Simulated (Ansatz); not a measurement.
# Energy differences in WO (charge +1)

Computed with Ansatz's Gaussian-basis code (development build). Basis cc-pwCVTZ-PP on W, cc-pVTZ on O, scalar-relativistic core potentials (60 electrons on W), no spin–orbit coupling, 1 orbital frozen in the corrections; active space CAS(11,10), shells under the valence barred from it. Restricted Hartree–Fock, then the lowest state-specific CASSCF solution met for each case. Coupled cluster stands on the determinant that it favours, not always the lowest RHF. On stretched bonds single-reference methods can fail or change state. Unlike active orbitals can shift such differences by tenths of an eV, at times by over 1 eV.

Case A, quartet: bond length 1.6580 Å.

Case B, doublet: the shape of A.

Energy less that of case A, in eV:

| case | RHF/ROHF | CASSCF | CCSD(T) |
| --- | --- | --- | --- |
| B | +1.896 | +1.455 | +1.319 |

(1) Give the SC-NEVPT2 energies against case A.

(2) Which case is lowest, and do the methods agree?

Answers

(1) B: +1.133 eV (26.1 kcal/mol).

(2) A is lowest in SC-NEVPT2. Of the methods shown, RHF/ROHF, CASSCF, CCSD(T) agree.
